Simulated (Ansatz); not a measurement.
CH7FOSi2 can be A, `CO[SiH2][SiH2]F`, or B, `C[SiH](F)[SiH2]O`.

Computed with Ansatz on PBE0-D4/def2-TZVP structures; ΔE is electronic, products minus reactants. CBS: MP2 limit from def2 TZ/QZ plus the TZ coupled-cluster correction, frozen cores. DFT in def2-TZVPP. B3LYP here is the variant with VWN-RPA as its local correlation; programs differ in this. One conformer a species, not always the lowest.

A:

Z-matrix (Å, degrees):
```
C
O 1 1.411
H 1 1.091 2 108.1
H 1 1.096 2 111.7 3 -119.4
H 1 1.096 2 111.4 3 119.2
Si 2 1.645 1 122.5 3 -179.6
Si 6 2.355 2 112.2 1 -65.0
H 6 1.493 2 110.7 1 56.8
H 6 1.485 2 106.6 1 175.7
F 7 1.612 6 109.6 2 61.2
H 7 1.489 6 111.2 2 -179.8
H 7 1.487 6 112.3 2 -57.8
```

B:

Z-matrix (Å, degrees):
```
C
Si 1 1.860
H 1 1.094 2 109.9
H 1 1.093 2 110.9 3 119.5
H 1 1.092 2 111.2 3 -119.6
F 2 1.616 1 108.3 3 -176.2
Si 2 2.354 1 113.0 3 65.5
H 2 1.491 1 110.1 3 -59.7
O 7 1.656 2 111.2 1 60.6
H 7 1.493 2 109.9 1 -175.6
H 7 1.486 2 110.3 1 -56.2
H 9 0.958 7 117.0 2 60.4
```

Problem. Which is lower in electronic energy at CCSD(T)/CBS, and by how much? (An estimate is asked.)

Solution. The calculation gave: B, by 104.7 kJ/mol.

Problem. Give E(B) − E(A) in kJ/mol with ωB97M-V, B2PLYP, CCSD(T)/def2-SVP, HF/def2-TZVPP, CCSD(T)/def2-TZVPP, B3LYP-D4, BLYP-D4. (Estimate.)

Solution. Ansatz gave: ωB97M-V -103.6, B2PLYP -100.0, CCSD(T)/def2-SVP -81.2, HF/def2-TZVPP -88.1, CCSD(T)/def2-TZVPP -101.0, B3LYP-D4 -96.8, BLYP-D4 -94.8. None reverses the order clearly.

Problem. Does the order hold for the free energy at 298.15 K (harmonic terms from PBE0-D4)? (Best estimate.)

Solution. The calculation gave: Yes: G(B) − G(A) = -102.9 kJ/mol, for one conformer each. Modes under 60 cm⁻¹, often nearly free rotors, make the harmonic entropy too high.

Largest T1 diagnostic: 0.012.

Leaving LDA and LC-ωPBE aside and taking each functional with its dispersion term where it has one, the values, not all of them listed here, spread over 11.3 kJ/mol, from r2SCAN0-D4 to BLYP-D4. At CCSD(T), def2-SVP lies +23.5 kJ/mol from the extrapolated value and def2-TZVPP +3.7 kJ/mol.
